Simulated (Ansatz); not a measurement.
Ansatz (a first-principles code) input file for InO, SMILES [In]=[O], multiplicity 2, PBE0-D3(BJ)/def2-TZVP. 

Ansatz 0.2 input:
```yaml
crystal:
  periodic: [false, false, false]
  atoms:
    - {symbol: In, position_ang: [0.00000000, 0.00000000, -0.25925888]}
    - {symbol: O, position_ang: [0.00000000, 0.00000000, 1.58796063]}
basis:
  gaussian:
    orbitals: def2-TZVP
hamiltonian:
  xc: pbe0
  dispersion: d3bj
magnetization: {spin_polarized: true, initial_magnetization: 1}
relax: {f_tol: 0.002, max_steps: 200}
```

Program output:

```
WARN ansatz: RAYON_NUM_THREADS=1 ignored (pool sized by the plan → 1); use --threads N
Functional definition: PBE0
integrals: 0.02 GiB planned
632 factors; their error is unknown
mean field: 0.24 GiB planned
mean field evaluation 1: about -7204.6744 eV, gradient 5.6e1 eV
mean field evaluation 2: about -7009.4729 eV, gradient 1.4e2 eV
mean field evaluation 4: about -7217.2812 eV, gradient 1.3e1 eV
mean field evaluation 8: about -7217.9536 eV, gradient 9.3e-1 eV
mean field evaluation 16: about -7218.0155 eV, gradient 1.5e-4 eV
mean field -7218.01548953 eV, -265.2571766935 hartree, gradient 1.1e-5 eV, S^2 0.765356; 1 other end points of the search recorded, 0 dependent functions left out
the calculation of the forces begins
reference -7218.01551997 eV, -265.2571778123 hartree; 15, 14 occupied and 66, 67 virtual orbitals, 632 factors
relax step   1: F+E_penalty+E_count = -7218.03349127 eV  Δ(F+E_penalty+E_count) = +0.000e0 eV  max|allowed force component| = 1.718e0 eV/Å  Δτ_max = 0.0000 Å  (66 SCF iters, accepted)
these checks for a lower state are left out or cut short: starts, cluster_reference, orbital_swaps, neighbouring_geometries, increment
integrals: 0.02 GiB planned
632 factors; their error is unknown
mean field: 0.24 GiB planned
mean field evaluation 32: about -7218.0680 eV, gradient 5.3e-4 eV
mean field -7218.06800914 eV, -265.2591067535 hartree, gradient 1.3e-5 eV, S^2 0.766377; 0 other end points of the search recorded, 0 dependent functions left out
the calculation of the forces begins
reference -7218.06803958 eV, -265.2591078724 hartree; 15, 14 occupied and 66, 67 virtual orbitals, 632 factors
relax step   2: F+E_penalty+E_count = -7218.08600000 eV  Δ(F+E_penalty+E_count) = -5.251e-2 eV  max|allowed force component| = 5.795e-1 eV/Å  Δτ_max = 0.0234 Å  (51 SCF iters, accepted)
these checks for a lower state are left out or cut short: starts, cluster_reference, orbital_swaps, neighbouring_geometries, increment
integrals: 0.02 GiB planned
632 factors; their error is unknown
mean field: 0.24 GiB planned
mean field -7218.07625538 eV, -265.2594097973 hartree, gradient 2.8e-6 eV, S^2 0.766831; 0 other end points of the search recorded, 0 dependent functions left out
the calculation of the forces begins
reference -7218.07628583 eV, -265.2594109165 hartree; 15, 14 occupied and 66, 67 virtual orbitals, 632 factors
relax step   3: F+E_penalty+E_count = -7218.09423991 eV  Δ(F+E_penalty+E_count) = -8.240e-3 eV  max|allowed force component| = 6.477e-2 eV/Å  Δτ_max = 0.0131 Å  (54 SCF iters, accepted)
these checks for a lower state are left out or cut short: starts, cluster_reference, orbital_swaps, neighbouring_geometries, increment
integrals: 0.02 GiB planned
632 factors; their error is unknown
mean field: 0.24 GiB planned
mean field evaluation 64: about -7218.0764 eV, gradient 3.7e-6 eV
mean field -7218.07637010 eV, -265.2594140133 hartree, gradient 3.7e-6 eV, S^2 0.766894; 0 other end points of the search recorded, 0 dependent functions left out
the calculation of the forces begins
reference -7218.07640056 eV, -265.2594151325 hartree; 15, 14 occupied and 66, 67 virtual orbitals, 632 factors
relax step   4: F+E_penalty+E_count = -7218.09435364 eV  Δ(F+E_penalty+E_count) = -1.137e-4 eV  max|allowed force component| = 8.529e-3 eV/Å  Δτ_max = 0.0020 Å  (56 SCF iters, accepted)
these checks for a lower state are left out or cut short: starts, cluster_reference, orbital_swaps, neighbouring_geometries, increment
integrals: 0.02 GiB planned
632 factors; their error is unknown
mean field: 0.24 GiB planned
mean field -7218.07637202 eV, -265.2594140839 hartree, gradient 5.3e-6 eV, S^2 0.766887; 0 other end points of the search recorded, 0 dependent functions left out
the calculation of the forces begins
reference -7218.07640248 eV, -265.2594152032 hartree; 15, 14 occupied and 66, 67 virtual orbitals, 632 factors
relax step   5: F+E_penalty+E_count = -7218.09435568 eV  Δ(F+E_penalty+E_count) = -2.039e-6 eV  max|allowed force component| = 1.944e-5 eV/Å  Δτ_max = 0.0002 Å  (55 SCF iters, accepted)
integrals: 0.02 GiB planned
632 factors; their error is unknown
mean field: 0.24 GiB planned
mean field evaluation 96: about -7214.1697 eV, gradient 2.4e1 eV
mean field -7218.07637202 eV, -265.2594140839 hartree, gradient 5.3e-6 eV, S^2 0.766887; 2 other end points of the search recorded, 0 dependent functions left out
the calculation of the forces begins
reference -7218.07640248 eV, -265.2594152032 hartree; 15, 14 occupied and 66, 67 virtual orbitals, 632 factors
Total energy: -7218.09438614 eV, -265.2600760904 hartree
Atom 0 at     0.000000     0.000000    -0.297479 Å, force    -0.000000     0.000000     0.000019 eV/Å
Atom 1 at    -0.000000    -0.000000     1.626180 Å, force     0.000000    -0.000000    -0.000019 eV/Å
Dipole moment:     0.000000    -0.000000    -0.856767 e Å
```

The run converged.

Cost: around 25 core-seconds (rough).
